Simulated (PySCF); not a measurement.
A structure optimised at PBE0-D3(BJ)/def2-TZVPD, used in a PySCF frequency run:

```xyz
2

K      0.0000     0.0000    -1.2723
Cl     0.0000     0.0000     1.4220
```

Task: Write its SMILES, formula and point group.

Result: [Cl][K], ClK, C∞v

Task: What are its rotational constants (standard atomic weights)?

Result: 3.7445 GHz (linear rotor, B only)
